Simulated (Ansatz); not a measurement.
Basis-set extrapolation for CH₅BFNO (PBE0-D4/def2-TZVP geometry, frozen core, the Gaussian-basis code of Ansatz). Multiplicity 1, RHF reference.

```json
{"": "HF", "def2-TZVPP": "-294.318214", "def2-QZVPP": "-294.331440"}
{"": "MP2 correlation", "def2-TZVPP": "-0.977726", "def2-QZVPP": "-1.054322"}
{"": "CCSD(T) correlation", "def2-TZVPP": "-1.039810", "def2-QZVPP": "not run"}
```

Energies in hartree. Use E(X) = E(∞) + A·exp(−7.88·√X) for Hartree–Fock and E(X) = E(∞) + B·X^(−2.97) for correlation, with X = 3 and 4, and add CCSD(T) minus MP2 of the smaller set to the MP2 limit.

Question: What is the CCSD(T) energy at the basis-set limit?

Answer: HF limit: -294.331440 + (-0.013226) × 0.13774 = -294.33326. MP2 limit: -1.054322 + (-0.076596) × 0.74074 = -1.11106. Higher-order term: -1.039810 − (-0.977726) = -0.06208. Total: -295.50640 hartree, 4.04 eV below CCSD(T)/def2-TZVPP.
